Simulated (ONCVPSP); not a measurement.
## Reading a pseudo-wave (fluorine (F))

Columns: radius, all-electron u(r) and pseudo u(r) of the 2s shell (level -29.93 eV) of fluorine in the configuration [He] 2s2 2p5; revPBE, scalar-relativistic, ONCV scheme, ONCVPSP 4.0.1.

```json
{"r (bohr)": "0.093", "all-electron": "-0.4512", "pseudo": "0.1044"}
{"r (bohr)": "0.185", "all-electron": "-0.2318", "pseudo": "0.2252"}
{"r (bohr)": "0.278", "all-electron": "0.1408", "pseudo": "0.3812"}
{"r (bohr)": "0.370", "all-electron": "0.4779", "pseudo": "0.5540"}
{"r (bohr)": "0.463", "all-electron": "0.7343", "pseudo": "0.7403"}
{"r (bohr)": "0.555", "all-electron": "0.9001", "pseudo": "0.8994"}
{"r (bohr)": "0.648", "all-electron": "0.9920", "pseudo": "0.9920"}
{"r (bohr)": "0.740", "all-electron": "1.0252", "pseudo": "1.0252"}
{"r (bohr)": "0.833", "all-electron": "1.0171", "pseudo": "1.0171"}
{"r (bohr)": "0.925", "all-electron": "0.9814", "pseudo": "0.9814"}
{"r (bohr)": "1.018", "all-electron": "0.9276", "pseudo": "0.9276"}
{"r (bohr)": "1.110", "all-electron": "0.8644", "pseudo": "0.8644"}
{"r (bohr)": "1.203", "all-electron": "0.7958", "pseudo": "0.7958"}
{"r (bohr)": "1.295", "all-electron": "0.7270", "pseudo": "0.7270"}
{"r (bohr)": "1.388", "all-electron": "0.6589", "pseudo": "0.6589"}
{"r (bohr)": "1.480", "all-electron": "0.5945", "pseudo": "0.5945"}
{"r (bohr)": "1.573", "all-electron": "0.5335", "pseudo": "0.5335"}
{"r (bohr)": "1.665", "all-electron": "0.4775", "pseudo": "0.4775"}
{"r (bohr)": "1.758", "all-electron": "0.4255", "pseudo": "0.4255"}
{"r (bohr)": "1.850", "all-electron": "0.3787", "pseudo": "0.3787"}
{"r (bohr)": "1.943", "all-electron": "0.3360", "pseudo": "0.3359"}
{"r (bohr)": "2.035", "all-electron": "0.2979", "pseudo": "0.2979"}
{"r (bohr)": "2.128", "all-electron": "0.2634", "pseudo": "0.2633"}
{"r (bohr)": "2.220", "all-electron": "0.2329", "pseudo": "0.2329"}
{"r (bohr)": "2.313", "all-electron": "0.2054", "pseudo": "0.2054"}
{"r (bohr)": "2.405", "all-electron": "0.1813", "pseudo": "0.1813"}
```

Task: How many radial nodes do the two functions have?

Result: The all-electron 2s function has n − l − 1 = 1; the pseudo-wave has 0, since the states of the same l below it are removed with the core.

Task: At about which radius was the pseudo-wave matched?

Result: 0.65 bohr, where the columns begin to agree (steps of 0.09 bohr).

Task: Is the pseudo-wave norm-conserving?

Result: Yes: the ONCV scheme keeps the norm inside the radius equal to the all-electron one, which fixes the energy derivative of the logarithmic derivative at the level.
